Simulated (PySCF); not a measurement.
Computed shifts of a molecule C3H4ClF, KT2/pcSseg-1 (PySCF), GIAO, gas phase, equivalent atoms averaged, in ppm (number of nuclei): ¹³C: 166.4 (1), 109.9 (1), 18.2 (1). ¹⁹F: -128.2 (1). ¹H: 6.26 (1), 2.60 (3). References: ¹³C against TMS (σ = 185.1 ppm); ¹⁹F against CFCl3 (σ = 127.1 ppm); ³⁵Cl against HCl (σ = 945.4 ppm); ¹H against TMS (σ = 31.47 ppm), references at their B3LYP-D3(BJ)/def2-TZVP geometries, non-relativistic (without spin–orbit terms, shifts of atoms bonded to Cl or Br come out too high). Coordinates come from a PBE-D3(BJ)/def2-SVP optimisation. The values are those of a single conformer.

Question: Which molecule gave these data?
(A) C/C(F)=C\Cl
(B) C/C(Cl)=C\F
(C) FC1(Cl)CC1
(D) F[C@@H]1C[C@H]1Cl

Answer: A, C/C(F)=C\Cl
